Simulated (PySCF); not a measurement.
**Rb2: frontier orbitals**

PBE at R = 4.299 Å; PySCF, scalar-relativistic core potentials, basis sets Rb def2-TZVPP with ECP28. State: ¹Σg⁺ (singlet), closed shell. Only the outer orbitals are listed.

```csv
orbital,occ.,ε (eV),main shells (%)
σg,2,-15.75,100 p
πu,2,-15.72,100 p
πu,2,-15.72,100 p
πg,2,-15.71,100 p
πg,2,-15.71,100 p
σu,2,-15.65,100 p
σg,2,-2.47,97 s
σu,0,-1.60,"78 s, 22 p"
πu,0,-0.89,94 p
πu,0,-0.89,94 p
```

Task: Which are the highest filled and the lowest empty level, where do they sit, and how wide is the gap?

Result: Highest filled σg at -2.47 eV (in %: 97 s); lowest empty σu at -1.60 eV (in %: 78 s, 22 p); the gap at PBE is 0.87 eV.

| Quantity | Value |
| --- | --- |
| bond order (Mayer) | 1.00 |
| ⟨S²⟩ | 0.000 |
| polarisability along the bond | 782.1 bohr³ |
| polarisability across the bond | 415.2 bohr³ |

Closed-shell solutions of metal pairs were not tested for spin polarisation, which can lower them a little.
